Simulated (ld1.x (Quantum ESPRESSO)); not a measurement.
# Cr, RRKJ: configuration errors across variants

* Element: chromium
* Generator: ld1.x (Quantum ESPRESSO) 7.5
* Type: norm-conserving RRKJ (Kleinman–Bylander form)
* Functional: PBE
* Relativity: scalar-relativistic
* Frozen core: [Ar]
* Valence charge: 6
* Reference configuration: 3d5 4s1 4p0
* Partial waves: 4p (bound, empty): rc 1.05 bohr; 3d (bound): rc 1.50 bohr; 4s (bound): rc 2.60 bohr
* Local potential: the s channel
* Core correction: Bessel-smoothed model core inside 1.00 bohr

All-electron excitation energies from the reference (eV): (1) 3d5 4s0 4p0 6.901; (2) 3d4 4s0 4p0 22.953; (3) 3d3 4s0 4p0 53.702; (4) 3d4 4s2 4p0 -0.100; (5) 3d5 4s0.5 4p0 2.707; (6) 3d6 4s0 4p0 1.732.

For the base: The 4p radius (1.05 bohr) lies inside the outermost node of the all-electron wave (1.25 bohr), which a nodeless pseudo-wave cannot match soundly.

Tests that are not counted but printed errors over 1 eV. “base”: 3d4 4s1 4p1 (solver errors, printed error -217 eV). “all radii but the core radius scaled by about 0.75 (s 1.94, p 0.78, d 1.12 bohr)”: 3d4 4s1 4p1 (solver errors, printed error -2.5 eV). “all radii but the core radius scaled by about 0.95 (s 2.46, p 1.00, d 1.42 bohr)”: 3d4 4s1 4p1 (solver errors, printed error -2.6 eV). “all radii but the core radius scaled by about 1.13 (s 2.94, p 1.18, d 1.70 bohr)”: 3d4 4s1 4p1 (solver errors, printed error -211 eV).

3 further variants failed, have other tests or too few solved ones, and are left out.

A true bound ghost makes a file unfit for plane-wave use even where its test errors are small: the radial tests pick states by their node count and pass the ghost by. Where a test does run into it, the solver fails or the error is huge.

Errors AE − PS in meV (a dash: test not solved or not reliable):

```csv
change,(1),(2),(3),(4),(5),(6),bound ghosts
base,-20,-215,-1341,-216,-4.7,-94,p
"all radii but the core radius scaled by about 0.75 (s 1.94, p 0.78, d 1.12 bohr)",-19,-225,-1522,-212,-4.7,-92,p
"all radii but the core radius scaled by about 0.95 (s 2.46, p 1.00, d 1.42 bohr)",-21,-216,-1378,-227,-5.0,-97,p
"all radii but the core radius scaled by about 1.13 (s 2.94, p 1.18, d 1.70 bohr)",-13,-224,-1242,-167,-3.1,-80,p
```

Give the same row for: all radii but the core radius scaled by about 0.83 (s 2.16, p 0.88, d 1.24 bohr).

-22, -222, -1469, -233, -5.2, -99; bound ghosts: p. Not counted: 3d4 4s1 4p1 (solver errors, printed error -2.6 eV).
